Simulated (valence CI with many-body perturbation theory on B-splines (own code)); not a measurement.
**E1 line list for Te XLVIII**

Method: relativistic CI+MBPT: three valence electrons over a frozen Dirac-Fock core [He], a basis of 11 s, 11 p, 10 d, 8 f, 5 g, 2 h functions for each j, with the one-electron correlation potential Σ1, the two-electron term Σ2, the three-electron term Σ3, Breit, model QED; selected CI, second order for the rest, scaled by the run's own slope (own B-spline code, finite nucleus).

The last digits are not significant, and no measured levels were compared; by estimate large intervals hold to a few tenths of a per cent, small ones and those within an open d or f shell to about a per cent.

Lines 101 to 150 of 484 in falling wavelength, among levels below 6905.5 eV, chosen from the strongest by gf and those to the six lowest levels. Wavelengths and rates use the calculated energies. Electric multipoles are in the length gauge, E1 and E2 with the static RPA response of the core. Weak lines are less certain than strong ones. Lines between different terms over intervals too small for the method are left out, as are lines whose strength nearly cancels. The highest levels of a list are the least certain.

Levels are named by their leading jj configuration (3d3/2^4 stands for four electrons in 3d with j = 3/2), which in mixed levels can hold well under half, so a name can repeat and another be missing. Letters in brackets count levels of one name in rising energy.

```
λ vac (Å)                          Upper                       Lower   A (s⁻¹)  S (a.u.)
    30.84          (2p3/2^2 3p3/2) J=5/2  (2s 2p3/2 3p3/2) J=3/2 [b]  1.36e+11  1.18e-02
    30.71          (2p3/2^2 3d5/2) J=7/2  (2s 2p3/2 3d5/2) J=5/2 [b]  1.03e+11  1.17e-02
    30.11          (2p3/2^2 3p3/2) J=7/2  (2s 2p3/2 3p3/2) J=5/2 [b]  1.82e+11  1.96e-02
    29.77          (2p3/2^2 3d5/2) J=9/2  (2s 2p3/2 3d5/2) J=7/2 [b]  2.32e+11  3.03e-02
    29.45          (2p3/2^2 3d3/2) J=7/2  (2s 2p3/2 3d3/2) J=5/2 [b]  1.96e+11  1.98e-02
    29.42             (2p3/2^2 3s) J=5/2     (2s 2p3/2 3s) J=3/2 [b]  2.74e+11  2.07e-02
    29.23          (2p3/2^2 3p1/2) J=3/2      (2s 2p3/2 3p1/2) J=1/2  2.45e+11  1.21e-02
    29.14          (2p3/2^2 3p1/2) J=5/2  (2s 2p3/2 3p1/2) J=3/2 [b]  2.65e+11  1.94e-02
    28.86             (2s 2p3/2^2) J=5/2          (2s^2 2p3/2) J=3/2  1.13e+11  8.01e-03
    28.66             (2p3/2^2 3s) J=3/2         (2s 2p3/2 3s) J=1/2  2.25e+11  1.05e-02
    28.60          (2p3/2^2 3p3/2) J=7/2      (2p1/2 2p3/2 3s) J=5/2  1.13e+11  1.04e-02
    28.38      (2p3/2^2 3p3/2) J=3/2 [a]  (2s 2p3/2 3p3/2) J=1/2 [b]  2.56e+11  1.15e-02
    28.25          (2p1/2 2p3/2^2) J=3/2      (2s 2p1/2 2p3/2) J=1/2  2.72e+11  1.21e-02
    28.20          (2p1/2 2p3/2^2) J=3/2  (2s 2p1/2 2p3/2) J=3/2 [b]  5.10e+10  2.26e-03
    27.20  (2p1/2 2p3/2 3d3/2) J=5/2 [a]      (2s 2p1/2 3d3/2) J=5/2  1.63e+11  9.73e-03
    27.06      (2p3/2^2 3p3/2) J=3/2 [b]  (2s 2p3/2 3p3/2) J=3/2 [b]  3.29e+11  1.29e-02
    27.04          (2p3/2^2 3d5/2) J=7/2  (2s 2p3/2 3d5/2) J=7/2 [a]  1.49e+11  1.16e-02
    27.03          (2p1/2 2p3/2^2) J=5/2  (2s 2p1/2 2p3/2) J=3/2 [b]  3.15e+11  1.84e-02
    26.98      (2p1/2 2p3/2 3d5/2) J=9/2      (2s 2p1/2 3d5/2) J=7/2  2.48e+11  2.40e-02
    26.96                (2p3/2^3) J=3/2          (2s 2p3/2^2) J=3/2  7.82e+11  3.02e-02
    26.91      (2p1/2 2p3/2 3p3/2) J=7/2      (2s 2p1/2 3p3/2) J=5/2  3.03e+11  2.33e-02
    26.82  (2p1/2 2p3/2 3d5/2) J=7/2 [a]  (2s 2p1/2 3d5/2) J=5/2 [a]  2.53e+11  1.93e-02
    26.81      (2p3/2^2 3d5/2) J=5/2 [b]  (2s 2p3/2 3d5/2) J=5/2 [b]  3.30e+11  1.88e-02
    26.70  (2p1/2 2p3/2 3d3/2) J=5/2 [b]  (2s 2p1/2 3d3/2) J=3/2 [b]  2.24e+11  1.26e-02
    26.65     (2s 2p3/2 3d5/2) J=7/2 [b]          (2s^2 3d5/2) J=5/2  4.13e+11  3.09e-02
    26.63  (2p1/2 2p3/2 3p3/2) J=5/2 [a]  (2s 2p1/2 3p3/2) J=3/2 [a]  2.57e+11  1.44e-02
    26.51      (2p3/2^2 3p3/2) J=3/2 [b]  (2s 2p3/2 3p3/2) J=5/2 [b]  2.82e+11  1.04e-02
    26.49      (2p1/2 2p3/2 3d3/2) J=7/2      (2s 2p1/2 3d3/2) J=5/2  2.44e+11  1.79e-02
    26.48          (2p3/2^2 3d5/2) J=7/2  (2s 2p3/2 3d5/2) J=5/2 [a]  1.40e+11  1.03e-02
    26.48          (2p3/2^2 3p3/2) J=5/2  (2s 2p3/2 3p3/2) J=5/2 [a]  2.49e+11  1.37e-02
    26.46  (2p1/2 2p3/2 3d5/2) J=7/2 [b]  (2s 2p1/2 3d5/2) J=5/2 [b]  1.47e+11  1.07e-02
    26.42     (2s 2p3/2 3p3/2) J=5/2 [b]          (2s^2 3p3/2) J=3/2  4.43e+11  2.42e-02
    26.41          (2p3/2^2 3p1/2) J=1/2  (2s 2p3/2 3p1/2) J=3/2 [b]  5.94e+11  1.08e-02
    26.41      (2p1/2 2p3/2 3p1/2) J=5/2      (2s 2p1/2 3p1/2) J=3/2  3.16e+11  1.73e-02
    26.38  (2p1/2 2p3/2 3p1/2) J=3/2 [b]  (2s 2p1/2 3p1/2) J=1/2 [b]  2.84e+11  1.03e-02
    26.33             (2p3/2^2 3s) J=1/2     (2s 2p3/2 3s) J=3/2 [b]  6.19e+11  1.11e-02
    26.30            (2s 2p3/2 4s) J=1/2             (2s^2 4s) J=1/2  5.37e+11  9.64e-03
    26.25        (2s 2p3/2 4s) J=3/2 [b]             (2s^2 4s) J=1/2  5.14e+11  1.84e-02
    26.20      (2p3/2^2 3d3/2) J=3/2 [b]  (2s 2p3/2 3d3/2) J=5/2 [b]  3.20e+11  1.14e-02
    26.19  (2p1/2 2p3/2 3d3/2) J=3/2 [a]  (2s 2p1/2 3d3/2) J=3/2 [a]  2.96e+11  1.05e-02
    26.15      (2p3/2^2 3d5/2) J=5/2 [b]  (2s 2p3/2 3d5/2) J=7/2 [b]  3.68e+11  1.95e-02
    26.13     (2s 2p3/2 3d3/2) J=5/2 [b]          (2s^2 3d3/2) J=3/2  4.10e+11  2.17e-02
    26.11         (2s 2p3/2 3p1/2) J=1/2          (2s^2 3p1/2) J=1/2  5.64e+11  9.90e-03
    26.10            (2s 2p3/2 3s) J=1/2             (2s^2 3s) J=1/2  5.56e+11  9.75e-03
    26.09     (2s 2p3/2 3d3/2) J=3/2 [b]          (2s^2 3d3/2) J=3/2  3.85e+11  1.35e-02
    26.03     (2s 2p3/2 3p1/2) J=3/2 [b]          (2s^2 3p1/2) J=1/2  4.94e+11  1.72e-02
    26.03         (2p1/2 2p3/2 3s) J=5/2         (2s 2p1/2 3s) J=3/2  2.94e+11  1.53e-02
    26.00     (2s 2p3/2 3d5/2) J=5/2 [b]          (2s^2 3d5/2) J=5/2  5.08e+11  2.64e-02
    25.94     (2p1/2 2p3/2 3s) J=3/2 [a]     (2s 2p1/2 3s) J=1/2 [a]  2.78e+11  9.58e-03
    25.91        (2s 2p3/2 3s) J=3/2 [b]             (2s^2 3s) J=1/2  5.11e+11  1.76e-02
```
